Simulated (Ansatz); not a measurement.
C2H5ClF2Si, SMILES `C[Si@H](F)[C@@H](F)Cl`. Total charge 0; spin multiplicity 1. All single points use the PBE0-D4/def2-TZVP geometry. It is one conformer, not always the lowest.

```xyz
11

C     0.106    1.432   -0.645
Si    0.554    0.102    0.552
F     2.057   -0.396    0.329
C    -0.558   -1.426    0.310
F    -1.858   -1.078    0.589
Cl   -0.452   -2.000   -1.371
H     0.228    1.085   -1.673
H     0.732    2.314   -0.495
H    -0.937    1.724   -0.501
H     0.426    0.523    1.969
H    -0.298   -2.282    0.935
```

**Question.** What is the dipole moment at PBE/def2-TZVPP? (Best estimate.)

**Answer.** The calculation gave: 1.27 D, with components (-0.04, 1.15, 0.54) D in this frame, pointing from negative to positive charge.

**Question.** And with r2SCAN, B3LYP, ωB97M-V? (An estimate is asked.)

**Answer.** The calculation gave: r2SCAN 1.36 D, B3LYP 1.33 D, ωB97M-V 1.33 D.

**Question.** Give the Mulliken charges with PBE, ωB97M-V, B3LYP in def2-TZVPP. (Estimate.)

**Answer.** Ansatz gave: 
```tsv
atom	PBE	ωB97M-V	B3LYP
C1	-0.38	-0.45	-0.39
Si2	0.51	0.55	0.60
F3	-0.28	-0.31	-0.32
C4	0.07	0.02	0.09
F5	-0.17	-0.20	-0.21
Cl6	-0.12	-0.10	-0.13
H7	0.12	0.13	0.12
H8	0.11	0.13	0.11
H9	0.12	0.13	0.12
H10	-0.09	-0.05	-0.10
H11	0.11	0.14	0.12
```

B3LYP here is the variant with VWN-RPA as its local correlation; programs differ in this.
